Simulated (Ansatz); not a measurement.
System: bromo(trifluoro)methane, CBrF3 (charge 0, singlet). 
Structure (B3LYP-D3(BJ)/def2-TZVP (Ansatz, a quantum-chemistry and plane-wave program) minimum search):
SMILES: FC(F)(F)Br
```xyz
5

F     -1.1956    -0.7173    -1.1179
C     -0.8186    -0.0586    -0.0267
F     -1.2666    -0.7099     1.0419
F     -1.3644     1.1531    -0.0488
Br     1.1243     0.0805     0.0367
```

Parts of the frozen-core correlation energy in cc-pVQZ (Ansatz, hartree). Frozen orbitals: 18; correlated occupied orbitals by spin: 16 and 16; virtual: 254 and 254. No spin-orbit coupling. Non-relativistic.

```
term                             value
-------------------------  -----------
reference (HF)             -2908.80070
MP2 opposite-spin             -0.86948
MP2 same-spin                 -0.29772
CCSD correlation              -1.17208
(T)                           -0.04398
T1 diagnostic                    0.012
largest doubles amplitude        0.056
```
